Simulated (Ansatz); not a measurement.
A CCSD(T) single point on CH3ClFNbO (`[CH3][Nb](=[O])([F])[Cl]`).

```yaml
crystal:
  periodic: [false, false, false]
  atoms:
    - {symbol: C, position_ang: [-0.891291, -0.682165, -0.151520]}
    - {symbol: Nb, position_ang: [0.797907, 0.564083, 0.209122]}
    - {symbol: O, position_ang: [2.042405, -0.538293, 0.468986]}
    - {symbol: F, position_ang: [0.491941, 1.547187, 1.760167]}
    - {symbol: Cl, position_ang: [1.198987, 1.773277, -1.695273]}
    - {symbol: H, position_ang: [-1.781730, -0.071531, -0.331177]}
    - {symbol: H, position_ang: [-1.064975, -1.336159, 0.708806]}
    - {symbol: H, position_ang: [-0.701145, -1.313498, -1.025012]}
basis:
  gaussian: {orbitals: def2-TZVPP}
correlation: {method: ccsd_t}
output: {orbitals: {seedname: orbitals}}
```

```sh
$ ansatz run in.yaml --threads 4 --pin off --events-out ev --progress --plain --max-ram 10444MiB
```

Output of Ansatz, abridged:

```
Functional definition: HF
1463 factors; integrals over basis functions are off by at most 8.8e-4 eV
mean field evaluation 1: about -19856.2869 eV, gradient 7.2e1 eV
mean field evaluation 2: about -19856.4926 eV, gradient 7.2e1 eV
mean field evaluation 4: about -19866.1448 eV, gradient 1.1e1 eV
mean field evaluation 8: about -19866.4367 eV, gradient 1.2e0 eV
mean field evaluation 16: about -19866.4435 eV, gradient 3.0e-6 eV
mean field -19866.44354084 eV, -730.0783341669 hartree, gradient 2.9e-6 eV, S^2 0.000000; 0 other end points of the search recorded, 0 dependent functions left out
8 core orbitals not correlated: weight in the atoms' cores, before any rotation towards them, 1.000 or more for the frozen orbitals, at most 0.000 for the correlated occupied ones
reference -19866.44354084 eV, -730.0783341669 hartree; 20, 20 occupied and 205, 205 virtual orbitals, 1463 factors
second order -36.34922910 eV of doubles, -0.00000000 eV of singles
cycle   1  -34.23614573 eV  change     2.1e0 eV  update   2.6e-1
cycle   2  -35.62858358 eV  change    -1.4e0 eV  update   1.7e-1
cycle   3  -35.96053902 eV  change   -3.3e-1 eV  update   4.3e-2
cycle   4  -35.98311324 eV  change   -2.3e-2 eV  update   1.9e-2
cycle   5  -35.95462706 eV  change    2.8e-2 eV  update   5.6e-3
cycle   6  -35.95423886 eV  change    3.9e-4 eV  update   2.5e-3
cycle   7  -35.95481950 eV  change   -5.8e-4 eV  update   1.1e-3
cycle   8  -35.95427115 eV  change    5.5e-4 eV  update   5.1e-4
cycle   9  -35.95444911 eV  change   -1.8e-4 eV  update   2.1e-4
cycle  10  -35.95475421 eV  change   -3.1e-4 eV  update   9.6e-5
cycle  11  -35.95458076 eV  change    1.7e-4 eV  update   4.5e-5
cycle  12  -35.95451687 eV  change    6.4e-5 eV  update   2.6e-5
cycle  13  -35.95456960 eV  change   -5.3e-5 eV  update   9.1e-6
cycle  14  -35.95455119 eV  change    1.8e-5 eV  update   4.0e-6
perturbative correction -1.83310660 eV, -0.0673654250 hartree
Total energy: -19904.23119864 eV, -731.4670049775 hartree
```

Run time 3.9 min (4 threads of an Arm Neoverse V2 on a shared host); peak host memory 4.8 GiB.

MP2 recovers 96.2 % of the CCSD(T) correlation energy and the triples give 4.9 %; T1 = 0.0212.
